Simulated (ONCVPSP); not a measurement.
What the settings do to the ONCV potential of helium (He)

Base potential:

```json
{
 "Element": "helium (He)",
 "Generator": "ONCVPSP 4.0.1",
 "Type": "optimised norm-conserving Vanderbilt (ONCV)",
 "Functional": "LDA (Perdew-Wang 92)",
 "Relativity": "scalar-relativistic",
 "Frozen core": "none",
 "Valence charge": "2",
 "Reference configuration": "1s1 (charge +1)",
 "Partial waves": "1s: rc 0.70 bohr, ncon 4, nbas 8, qcut 14.7 1/bohr, 2 projectors, debl 2 Ha; p scattering state at 0.41 Ha: rc 0.55 bohr, ncon 3, nbas 7, qcut 13.9 1/bohr, 2 projectors, debl 2.2 Ha",
 "Local potential": "polynomial inside 0.45 bohr (lpopt 5, dvloc0 6 Ha)",
 "Core correction": "none"
}
```

Cutoffs, loose and tight: the cutoffs (Ha) at which the residual kinetic energy of the hardest occupied pseudo-wave falls to 1 and 0.1 mHa per electron. They do not see the model core or the augmentation charge, which bear on the density cutoff. Test errors are all-electron minus pseudo excitation energies from the reference, over the configurations 1s2; 1s1.5. A dash means not determined; rows that change the core or the reference have their own tests.

| change | outcome | cutoff, loose | cutoff, tight | bound ghosts | GHOST(+) flags above zero | largest test error (meV) |
| --- | --- | --- | --- | --- | --- | --- |
| base | generated | 68 Ha | 87 Ha | none | none | +12 |
| s: qcut 9.3 | generated | 87 Ha | 326 Ha | none | none | +27 |
| s: qcut 10.6 | generated | 54 Ha | 267 Ha | none | none | +22 |
| s: qcut 11.7 | generated | 56 Ha | 105 Ha | none | none | +18 |
| s: qcut 14 | generated | 65 Ha | 83 Ha | none | none | +13 |
| s: qcut 15.4 | generated | 71 Ha | 91 Ha | none | none | +11 |
| s: qcut 19 | generated | 83 Ha | 111 Ha | none | none | +7.2 |
| s: qcut 20.6 | generated | 88 Ha | 119 Ha | none | none | +6.1 |
| s: qcut 22.3 | generated | 93 Ha | 128 Ha | none | none | +5.2 |

**Question.** What comes out with this change to the base: s: qcut 17.5?

**Answer.** outcome: generated; cutoff, loose: 78 Ha; cutoff, tight: 103 Ha; bound ghosts: none; GHOST(+) flags above zero: none; largest test error (meV): +8.3.

Reading the sweep of the qcut of the s channel (base included, trends over the rows without a ghost): The loose cutoff rises from 87 Ha at 9.3 to 93 Ha at 22.3 1/bohr, with one reversal. The waves are optimised to have the least kinetic energy above qcut, so the cutoff follows it (qcut²/2 in Ha). The median size of the test errors (rows with all tests solved) falls from 18.1 meV at 9.3 to 3.6 meV at 22.3 1/bohr.
